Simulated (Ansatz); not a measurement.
Consider the redistribution: `[OH][Al]([OH])[OH]` + `CNBCBr` → `C[NH][Al]([OH])[OH]` + `OBCBr`.

Computed with Ansatz on PBE0-D4/def2-TZVP structures; ΔE is electronic, products minus reactants. CCSD(T)/CBS adds triple-zeta CCSD(T) − MP2 to the extrapolated MP2 energy (def2 sets, frozen cores). Functionals use def2-TZVPP. B3LYP here is the variant with VWN-RPA as its local correlation; programs differ in this. For Br outer-core shells are correlated without core-valence functions, which leaves a few kJ/mol of doubt a bond. Scalar relativity is left out up to krypton. One conformer a species, not always the lowest.

`[OH][Al]([OH])[OH]`:

Cartesian coordinates in Å:
```
O 0.122 -1.071 -1.300
Al 0.000 0.000 0.000
O -0.497 -0.562 1.513
O 0.375 1.633 -0.213
H -0.081 -2.001 -1.219
H -0.578 0.012 2.272
H 0.659 1.989 -1.053
```

`CNBCBr`:

```xyz
12

C    -0.766    1.278    0.652
N    -0.092    0.075    1.080
B     0.442   -0.945    0.306
C     0.339   -0.964   -1.268
Br    1.963   -0.065   -1.903
H    -1.780    1.337    1.058
H    -0.219    2.170    0.969
H    -0.832    1.304   -0.435
H     0.042    0.023    2.077
H     1.013   -1.831    0.875
H    -0.491   -0.419   -1.714
H     0.381   -1.963   -1.698
```

`C[NH][Al]([OH])[OH]`:

Cartesian coordinates in Å:
```
C 0.288 -0.476 -1.703
N 0.115 0.505 -0.650
Al -0.179 0.185 1.056
O -0.370 1.400 2.224
O -0.273 -1.436 1.535
H 1.270 -0.401 -2.186
H -0.476 -0.387 -2.485
H 0.208 -1.482 -1.286
H 0.182 1.449 -0.995
H -0.333 2.337 2.050
H -0.430 -1.693 2.441
```

`OBCBr`:

Z-matrix (Å, degrees):
```
C
B 1 1.568
Br 1 1.960 2 101.5
H 1 1.088 2 115.6 3 -113.8
H 1 1.088 2 115.4 3 114.6
O 2 1.351 1 117.9 3 -104.6
H 2 1.200 1 121.1 3 74.2
H 6 0.960 2 113.4 1 176.4
```

Question: Is it downhill or uphill in electronic energy at CCSD(T)/CBS, and by how much? (Estimate.)

Answer: Ansatz gave: Uphill: ΔE = +14.1 kcal/mol.

Question: What do these levels give: PBE-D4, B3LYP-D4, ωB97X-V, PBE, PBE0, MP2/def2-TZVPP, CCSD/def2-TZVPP, CCSD(T)/def2-TZVPP, HF/def2-QZVPP, SCS-MP2/def2-QZVPP, MP2/CBS(def2), CCSD/CBS(def2)? (An estimate is asked.)

Answer: Computed: PBE-D4 13.7, B3LYP-D4 13.8, ωB97X-V 13.2, PBE 13.2, PBE0 13.2, MP2/def2-TZVPP 14.6, CCSD/def2-TZVPP 13.7, CCSD(T)/def2-TZVPP 13.9, HF/def2-QZVPP 11.8, SCS-MP2/def2-QZVPP 14.0, MP2/CBS(def2) 14.8, CCSD/CBS(def2) 13.9 kcal/mol.

Largest T1 diagnostic among the species: 0.012.

In def2-TZVPP, CCSD(T) changes the Hartree–Fock value by +2.1 kcal/mol (the triples alone add +0.2 kcal/mol) and MP2 by +2.7 kcal/mol.
